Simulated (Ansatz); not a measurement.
`CC(=N)[SiH3]` + `C=C[SiH2]O` → `C=C[SiH2]O[SiH3]` + `CC=N`  (ligand exchange at the Si–C bond)

Calculated with Ansatz (gas phase, PBE0-D4/def2-TZVP geometries, no zero-point term in ΔE). CCSD(T)/CBS is the MP2 limit (def2-TZVPP, def2-QZVPP) plus CCSD(T) − MP2 in def2-TZVPP, frozen cores. Functionals use def2-TZVPP. B3LYP here is the variant with VWN-RPA as its local correlation; programs differ in this. Each species was taken in one conformer, which may not be the lowest.

(1) Is it downhill or uphill in electronic energy at CCSD(T)/CBS, and by how much? (Best estimate.)

(2) What do these levels give: PBE0-D4, r2SCANh-D4, B3LYP, BHLYP, CCSD/def2-SVP, CCSD/CBS(def2)? (An estimate is asked.)

Largest T1 diagnostic among the species: 0.012.

Results:

(1) The calculation gave: Downhill: ΔE = -1.22 eV.

(2) Ansatz gave: PBE0-D4 -1.13, r2SCANh-D4 -1.21, B3LYP -1.24, BHLYP -1.35, CCSD/def2-SVP -1.21, CCSD/CBS(def2) -1.27 eV.

From BLYP to BHLYP (50 % exact exchange), in def2-TZVPP and without D4, ΔE moves by −0.18 eV. Leaving LDA and LC-ωPBE aside and taking each functional with its dispersion term where it has one, the values, not all of them listed here, spread over 0.34 eV, from BHLYP-D4 to revPBE-D4. In def2-TZVPP, CCSD(T) changes the Hartree–Fock value by +0.27 eV (the triples alone add +0.05 eV) and MP2 by +0.26 eV.
